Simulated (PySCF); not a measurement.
## C₆ coefficients of unlike pairs at M06

Calculated with PySCF 2.14 from the dipole response of each species, C₆(A,B) = (3/π) ∫ α_A(iu) α_B(iu) du, in atomic units, from isotropic polarisabilities. For ions this is the dispersion term alone; charge-induced terms of lower order in 1/R come first.

```csv
species,configuration,basis,relativity,α (bohr³),C₆ (like pair)
P³⁺,[Ne] 3s2 (1S),aug-cc-pVQZ-DK (7s6p4d3f2g),spin-free X2C,6.226,14.88
As²⁺,[Ar] 3d10 4s2 4p1 (2P),"aug-cc-pVQZ-PP with one added diffuse shell each of s, p, d, f, g type with ECP10MDF (8s7p6d4f3g)",core potential,9.437,38.66
Ni³⁺,[Ar] 3d7 (4F),"aug-cc-pVTZ with one added diffuse shell each of s, p, d, f, g type (9s8p6d4f3g)",none,1.669,3.931
```

(1) Estimate C₆ for Ni³⁺ with As²⁺.

No spin-orbit coupling is included.

The other pairs:

```json
{"pair": "Ni³⁺, P³⁺", "C₆": "6.269"}
{"pair": "As²⁺, P³⁺", "C₆": "23.92"}
```

Answers

(1) The integral gives 10.56. The combination rule 2 C_A C_B / (C_A α_B/α_A + C_B α_A/α_B) gives 10.46 and the geometric mean 12.33.
